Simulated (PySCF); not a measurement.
**Ba⁺: ionisation energy**

Ba⁺ [Xe] 6s1 (2S) → Ba²⁺ [Xe] (1S), as a difference of total energies. All numbers are calculated (PySCF 2.14, scalar relativity by spin-free X2C-1e, in aug-cc-pwCVTZ-X2C with one added diffuse shell each of s, p, d, f type (12s11p9d5f, 125 functions)). Correlated levels: valence and next inner shell: [Kr] 4d10 frozen. The calculations carry no spin-orbit coupling.

```json
{"method": "UHF", "ionisation energy (eV)": "9.368", "error (eV)": "-0.636"}
{"method": "LDA", "ionisation energy (eV)": "10.318", "error (eV)": "+0.314"}
{"method": "PBE", "ionisation energy (eV)": "10.132", "error (eV)": "+0.128"}
{"method": "PBE0", "ionisation energy (eV)": "10.002", "error (eV)": "-0.002"}
{"method": "r2SCAN", "ionisation energy (eV)": "9.805", "error (eV)": "-0.199"}
{"method": "r2SCAN0", "ionisation energy (eV)": "9.844", "error (eV)": "-0.160"}
{"method": "M06", "ionisation energy (eV)": "9.738", "error (eV)": "-0.266"}
{"method": "r2SCANh", "ionisation energy (eV)": "9.820", "error (eV)": "-0.184"}
{"method": "MP2 (valence and next inner shell)", "ionisation energy (eV)": "9.905", "error (eV)": "-0.099"}
{"method": "SCS-MP2 (valence and next inner shell)", "ionisation energy (eV)": "9.802", "error (eV)": "-0.202"}
```

Reference: 10.004 eV (measured; NIST Atomic Spectra Database, ionization energies).

Errors of the correlated levels include the incompleteness of this basis and the frozen core.
